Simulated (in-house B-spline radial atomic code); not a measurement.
Orbital energies and mean radii along the 46-electron series, configuration [Kr] 4d10. The effective charge is n√(-2ε), a non-relativistic measure. Computed with a B-spline radial code for spherical atoms: non-relativistic Hartree-Fock, average of the configuration, point nuclei.

This level leaves out relativity, spin-orbit splitting included, which matters for heavy ions.

```json
{"ion": "Pd", "Z": "46", "energy of 3s (Eh)": "-24.209", "mean radius of 3s (bohr)": "0.3893", "energy of 3p (Eh)": "-20.374", "mean radius of 3p (bohr)": "0.38231", "energy of 2p (Eh)": "-118.53", "mean radius of 2p (bohr)": "0.12298", "effective charge of 3s": "20.875"}
{"ion": "Ag+", "Z": "47", "energy of 3s (Eh)": "-26.201", "mean radius of 3s (bohr)": "0.37886", "energy of 3p (Eh)": "-22.229", "mean radius of 3p (bohr)": "0.37142", "energy of 2p (Eh)": "-125.47", "mean radius of 2p (bohr)": "0.12009", "effective charge of 3s": "21.717"}
{"ion": "Cd2+", "Z": "48", "energy of 3s (Eh)": "-28.363", "mean radius of 3s (bohr)": "0.36895", "energy of 3p (Eh)": "-24.253", "mean radius of 3p (bohr)": "0.36112", "energy of 2p (Eh)": "-132.7", "mean radius of 2p (bohr)": "0.11733", "effective charge of 3s": "22.595"}
{"ion": "In3+", "Z": "49", "energy of 3s (Eh)": "-30.673", "mean radius of 3s (bohr)": "0.35953", "energy of 3p (Eh)": "-26.426", "mean radius of 3p (bohr)": "0.35136", "energy of 2p (Eh)": "-140.23", "mean radius of 2p (bohr)": "0.11469", "effective charge of 3s": "23.497"}
{"ion": "Sn4+", "Z": "50", "energy of 3s (Eh)": "?", "mean radius of 3s (bohr)": "?", "energy of 3p (Eh)": "?", "mean radius of 3p (bohr)": "?", "energy of 2p (Eh)": "?", "mean radius of 2p (bohr)": "?", "effective charge of 3s": "?"}
{"ion": "Sb5+", "Z": "51", "energy of 3s (Eh)": "-35.704", "mean radius of 3s (bohr)": "0.34202", "energy of 3p (Eh)": "-31.178", "mean radius of 3p (bohr)": "0.3333", "energy of 2p (Eh)": "-156.09", "mean radius of 2p (bohr)": "0.10975", "effective charge of 3s": "25.351"}
{"ion": "Te6+", "Z": "52", "energy of 3s (Eh)": "-38.413", "mean radius of 3s (bohr)": "0.33387", "energy of 3p (Eh)": "-33.747", "mean radius of 3p (bohr)": "0.32493", "energy of 2p (Eh)": "-164.42", "mean radius of 2p (bohr)": "0.10743", "effective charge of 3s": "26.295"}
{"ion": "I7+", "Z": "53", "energy of 3s (Eh)": "-41.247", "mean radius of 3s (bohr)": "0.32608", "energy of 3p (Eh)": "-36.44", "mean radius of 3p (bohr)": "0.31695", "energy of 2p (Eh)": "-173.01", "mean radius of 2p (bohr)": "0.10521", "effective charge of 3s": "27.248"}
{"ion": "Xe8+", "Z": "54", "energy of 3s (Eh)": "?", "mean radius of 3s (bohr)": "?", "energy of 3p (Eh)": "?", "mean radius of 3p (bohr)": "?", "energy of 2p (Eh)": "?", "mean radius of 2p (bohr)": "?", "effective charge of 3s": "?"}
{"ion": "Cs9+", "Z": "55", "energy of 3s (Eh)": "-47.282", "mean radius of 3s (bohr)": "0.31152", "energy of 3p (Eh)": "-42.191", "mean radius of 3p (bohr)": "0.30208", "energy of 2p (Eh)": "-190.97", "mean radius of 2p (bohr)": "0.10103", "effective charge of 3s": "29.173"}
{"ion": "Ba10+", "Z": "56", "energy of 3s (Eh)": "-50.48", "mean radius of 3s (bohr)": "0.3047", "energy of 3p (Eh)": "-45.246", "mean radius of 3p (bohr)": "0.29515", "energy of 2p (Eh)": "-200.34", "mean radius of 2p (bohr)": "0.099057", "effective charge of 3s": "30.144"}
{"ion": "La11+", "Z": "57", "energy of 3s (Eh)": "-53.797", "mean radius of 3s (bohr)": "0.29816", "energy of 3p (Eh)": "-48.42", "mean radius of 3p (bohr)": "0.28851", "energy of 2p (Eh)": "-209.97", "mean radius of 2p (bohr)": "0.097162", "effective charge of 3s": "31.118"}
{"ion": "Ce12+", "Z": "58", "energy of 3s (Eh)": "-57.231", "mean radius of 3s (bohr)": "0.29189", "energy of 3p (Eh)": "-51.711", "mean radius of 3p (bohr)": "0.28216", "energy of 2p (Eh)": "-219.85", "mean radius of 2p (bohr)": "0.095336", "effective charge of 3s": "32.096"}
{"ion": "Pr13+", "Z": "59", "energy of 3s (Eh)": "-60.783", "mean radius of 3s (bohr)": "0.28587", "energy of 3p (Eh)": "-55.119", "mean radius of 3p (bohr)": "0.27607", "energy of 2p (Eh)": "-229.98", "mean radius of 2p (bohr)": "0.093577", "effective charge of 3s": "33.077"}
{"ion": "Nd14+", "Z": "60", "energy of 3s (Eh)": "?", "mean radius of 3s (bohr)": "?", "energy of 3p (Eh)": "?", "mean radius of 3p (bohr)": "?", "energy of 2p (Eh)": "?", "mean radius of 2p (bohr)": "?", "effective charge of 3s": "?"}
{"ion": "Pm15+", "Z": "61", "energy of 3s (Eh)": "-68.235", "mean radius of 3s (bohr)": "0.27453", "energy of 3p (Eh)": "-62.282", "mean radius of 3p (bohr)": "0.26464", "energy of 2p (Eh)": "-251.02", "mean radius of 2p (bohr)": "0.090245", "effective charge of 3s": "35.046"}
{"ion": "Sm16+", "Z": "62", "energy of 3s (Eh)": "-72.134", "mean radius of 3s (bohr)": "0.26918", "energy of 3p (Eh)": "-66.037", "mean radius of 3p (bohr)": "0.25926", "energy of 2p (Eh)": "-261.92", "mean radius of 2p (bohr)": "0.088665", "effective charge of 3s": "36.034"}
```

Q: Fill in the row of Sn4+.

A: energy of 3s (Eh): -33.123; mean radius of 3s (bohr): 0.35056; energy of 3p (Eh): -28.736; mean radius of 3p (bohr): 0.3421; energy of 2p (Eh): -148.02; mean radius of 2p (bohr): 0.11216; effective charge of 3s: 24.417.

Q: Fill in the row of Xe8+.

A: energy of 3s (Eh): -44.204; mean radius of 3s (bohr): 0.31864; energy of 3p (Eh): -39.255; mean radius of 3p (bohr): 0.30934; energy of 2p (Eh): -181.86; mean radius of 2p (bohr): 0.10308; effective charge of 3s: 28.208.

Q: Fill in the row of Nd14+.

A: energy of 3s (Eh): -64.451; mean radius of 3s (bohr): 0.28009; energy of 3p (Eh): -58.642; mean radius of 3p (bohr): 0.27024; energy of 2p (Eh): -240.38; mean radius of 2p (bohr): 0.091881; effective charge of 3s: 34.06.

Q: How does the screening of 3s change?

A: Z less the effective charge goes from 25.13 at Z = 46 to 25.97 at Z = 62.
